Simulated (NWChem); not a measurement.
System: CH$_{4}$CdO; SMILES [CdH][O]C

NWChem printed, in part:

```
             Northwest Computational Chemistry Package (NWChem) 7.3.0
             --------------------------------------------------------

 C1  symmetry detected

                             Geometry "geometry" -> ""
                             -------------------------

 Output coordinates in angstroms (scale by  1.889725989 to convert to a.u.)

  No.       Tag          Charge          X              Y              Z
 ---- ---------------- ---------- -------------- -------------- --------------
    1 Cd                  48.0000     0.00667359     0.63121992    -0.00017188
    2 H                    1.0000     0.45347092     2.21349069     0.00648694
    3 O                    8.0000    -0.52897775    -1.26409583     0.00028697
    4 C                    6.0000     0.30503658    -2.37124221    -0.00007433
    5 H                    1.0000     0.97123456    -2.43513264     0.88705023
    6 H                    1.0000    -0.30549485    -3.29516176     0.00636186
    7 H                    1.0000     0.96205935    -2.44153273    -0.89349858

 Effective nuclear repulsion energy (a.u.)     226.8896154237

                                 NWChem DFT Module
                                 -----------------

 Summary of "ao basis" -> "ao basis" (spherical)
 ------------------------------------------------------------------------------
       Tag                 Description            Shells   Functions and Types
 ---------------- ------------------------------  ------  ---------------------
 Cd                         def2-svp                11       31   5s3p2d1f
 H                          def2-svp                 3        5   2s1p
 O                          def2-svp                 6       14   3s2p1d
 C                          def2-svp                 6       14   3s2p1d

            General Information
            -------------------
          SCF calculation type: DFT
          Wavefunction type:  closed shell.
          No. of atoms     :     7
          No. of electrons :    38
           Alpha electrons :    19
            Beta electrons :    19
          Charge           :     0
          Spin multiplicity:     1
          Use of symmetry is: off; symmetry adaption is: off
          Maximum number of iterations: 150
          AO basis - number of functions:    79
                     number of shells:    35
          Convergence on energy requested:  1.00D-06
          Convergence on density requested:  1.00D-05
          Convergence on gradient requested:  5.00D-04

              XC Information
              --------------
                       M06-2X Method XC Functional
                     Hartree-Fock (Exact) Exchange  0.540
                        M06-2X Exchange Functional  1.000
                      M06-2X Correlation Potential  1.000

             Grid Information
             ----------------
          Grid used for XC integration:  medium
          Radial quadrature: Mura-Knowles
          Angular quadrature: Lebedev.
          Tag              B.-S. Rad. Rad. Pts. Rad. Cut. Ang. Pts.
          ---              ---------- --------- --------- ---------
          Cd                  1.55      123          11.0       590
          H                   0.35       45          13.0       434
          O                   0.60       49          10.0       434
          C                   0.70       49          12.0       434
          Grid pruning is: on
          Number of quadrature shells:   401
          Spatial weights used:  Erf1

      Superposition of Atomic Density Guess
      -------------------------------------

 Sum of atomic energies:        -306.28676645

      Non-variational initial energy
      ------------------------------

 Total energy =    -282.079600
 1-e energy   =    -682.591897
 2-e energy   =     284.925025
 HOMO         =      -0.358467
 LUMO         =      -0.004582

   convergence    iter        energy       DeltaE   RMS-Dens  Diis-err
 ---------------- ----- ----------------- --------- --------- ---------
 d= 0,ls=0.0,diis     1   -283.1296368284 -3.99D+02  1.71D-02  5.84D-01
 d= 0,ls=0.0,diis     2   -283.0478284779  8.18D-02  9.77D-03  1.58D+00
 d= 0,ls=0.0,diis     3   -283.2085612296 -1.61D-01  1.02D-03  4.95D-03
 d= 0,ls=0.0,diis     4   -283.2091266410 -5.65D-04  3.17D-04  1.04D-03
 d= 0,ls=0.0,diis     5   -283.2083899491  7.37D-04  3.48D-04  1.46D-04
  Resetting Diis
 d= 0,ls=0.0,diis     6   -283.2084371184 -4.72D-05  2.63D-04  2.66D-05
 d= 0,ls=0.0,diis     7   -283.2084481301 -1.10D-05  3.60D-05  3.25D-06
 d= 0,ls=0.0,diis     8   -283.2084483225 -1.92D-07  1.32D-05  2.62D-06
 d= 0,ls=0.0,diis     9   -283.2084486007 -2.78D-07  3.26D-06  1.01D-07

         Total DFT energy =     -283.208448600728
      One electron energy =     -684.351600132378
           Coulomb energy =      316.377500417024
    Exchange-Corr. energy =      -30.821619763395
 Nuclear repulsion energy =      115.587270878021

 Numeric. integr. density =       38.000016853367

                       DFT Final Molecular Orbital Analysis
                       ------------------------------------

 Vector   17  Occ=2.000000D+00  E=-3.720396D-01
              MO Center=  3.1D-01,  1.6D+00,  4.0D-03, r^2= 2.2D+00
   Bfn.  Coefficient  Atom+Function         Bfn.  Coefficient  Atom+Function
  ----- ------------  ---------------      ----- ------------  ---------------
     4      0.459926  1 Cd s                 32      0.376423  2 H  s
     2     -0.300833  1 Cd s                 33      0.241316  2 H  s
     5      0.144817  1 Cd s                 19      0.143923  1 Cd d  2
     3     -0.133479  1 Cd s                  7     -0.127600  1 Cd py
     1      0.126939  1 Cd s                 10      0.107423  1 Cd py

 Vector   18  Occ=2.000000D+00  E=-3.092466D-01
              MO Center= -2.7D-01, -1.4D+00,  2.0D-03, r^2= 2.5D+00
   Bfn.  Coefficient  Atom+Function         Bfn.  Coefficient  Atom+Function
  ----- ------------  ---------------      ----- ------------  ---------------
    40      0.439026  3 O  px                43      0.359124  3 O  px
    41      0.257330  3 O  py                70      0.246482  6 H  s
    44      0.200607  3 O  py                 4      0.181774  1 Cd s
    54     -0.179945  4 C  px                71      0.164728  6 H  s
    33     -0.145706  2 H  s                 65     -0.127439  5 H  s

 Vector   19  Occ=2.000000D+00  E=-3.028354D-01
              MO Center= -1.6D-01, -1.5D+00, -1.7D-03, r^2= 1.7D+00
   Bfn.  Coefficient  Atom+Function         Bfn.  Coefficient  Atom+Function
  ----- ------------  ---------------      ----- ------------  ---------------
    42      0.546428  3 O  pz                45      0.445604  3 O  pz
    75      0.216210  7 H  s                 65     -0.214794  5 H  s
    56     -0.187116  4 C  pz                76      0.171605  7 H  s
    66     -0.170648  5 H  s                 16      0.122293  1 Cd d -1
    14      0.096014  1 Cd pz                11      0.070363  1 Cd pz

 Vector   20  Occ=0.000000D+00  E=-4.067508D-03
              MO Center=  1.7D-01,  6.8D-01, -2.8D-04, r^2= 6.0D+00
   Bfn.  Coefficient  Atom+Function         Bfn.  Coefficient  Atom+Function
  ----- ------------  ---------------      ----- ------------  ---------------
    12      0.853556  1 Cd px                13     -0.354874  1 Cd py
    53     -0.218386  4 C  s                  6     -0.203147  1 Cd px
     9      0.201548  1 Cd px                 5      0.142746  1 Cd s
    40     -0.091143  3 O  px                43     -0.087793  3 O  px
     4     -0.083597  1 Cd s                 52     -0.061701  4 C  s

 Vector   21  Occ=0.000000D+00  E= 1.150180D-03
              MO Center=  3.5D-02,  6.4D-01, -4.4D-02, r^2= 6.1D+00
   Bfn.  Coefficient  Atom+Function         Bfn.  Coefficient  Atom+Function
  ----- ------------  ---------------      ----- ------------  ---------------
    14      0.895126  1 Cd pz                 8     -0.205343  1 Cd pz
    11      0.203724  1 Cd pz                45     -0.143730  3 O  pz
    42     -0.135982  3 O  pz                59     -0.122956  4 C  pz
    76     -0.090602  7 H  s                 66      0.087447  5 H  s
    16     -0.045723  1 Cd d -1              56     -0.042314  4 C  pz

 Vector   22  Occ=0.000000D+00  E= 1.406752D-02
              MO Center= -1.8D-01,  4.1D-01,  4.6D-02, r^2= 5.2D+00
   Bfn.  Coefficient  Atom+Function         Bfn.  Coefficient  Atom+Function
  ----- ------------  ---------------      ----- ------------  ---------------
     5      1.124132  1 Cd s                 33     -0.629937  2 H  s
    39     -0.388660  3 O  s                 53     -0.269745  4 C  s
    19     -0.216444  1 Cd d  2              32     -0.213467  2 H  s
    13     -0.211993  1 Cd py                 2     -0.177414  1 Cd s
    44     -0.171849  3 O  py                41     -0.153335  3 O  py

     Multipole analysis of the density
     ---------------------------------

     L   x y z        total         alpha         beta         nuclear
     -   - - -        -----         -----         ----         -------
     0   0 0 0      0.000000    -19.000000    -19.000000     38.000000

     1   1 0 0      0.381096      0.367106      0.367106     -0.353115
     1   0 1 0      0.383851     16.891583     16.891583    -33.399315
     1   0 0 1     -0.003863     -0.006479     -0.006479      0.009095

     2   2 0 0    -25.215281    -21.473757    -21.473757     17.732234
     2   1 1 0     -2.623281      1.562692      1.562692     -5.748666
     2   1 0 1     -0.001993     -0.003782     -0.003782      0.005571
     2   0 2 0    -28.837000   -161.077827   -161.077827    293.318655
     2   0 1 1     -0.011766     -0.025170     -0.025170      0.038575
     2   0 0 2    -24.406873    -15.034008    -15.034008      5.661143

                                 NWChem DFT Module
                                 -----------------

[...]
```

Level: M06-2X/def2-SVP with def2 effective core potentials on Cd, vertical spin-unrestricted ions. The geometry was optimised at PBE0/def2-SVP. def2 effective core potentials on Cd; no spin-orbit coupling.

**Question.** Which NWChem input produces such a log?

**Answer.** One answer among several that fit: the input that was run:
```
start job
memory heap 200 mb stack 900 mb global 1100 mb
geometry units angstroms noautoz
  Cd     0.464268     0.662640     0.108816
  H      0.964109     2.193071    -0.224640
  O     -0.129503    -1.170808     0.515078
  C      0.407213    -2.353032     0.029655
  H      1.473404    -2.509873     0.300818
  H     -0.147627    -3.213104     0.452557
  H      0.344072    -2.457803    -1.074819
end
basis spherical
  * library def2-svp
end
ecp
  Cd library def2-ecp
end
dft
  xc m06-2x
  iterations 150
  vectors input atomic output neutral.movecs
end
task dft energy
charge 1
dft
  odft
  mult 2
  vectors input atomic output cation.movecs
end
task dft energy
```
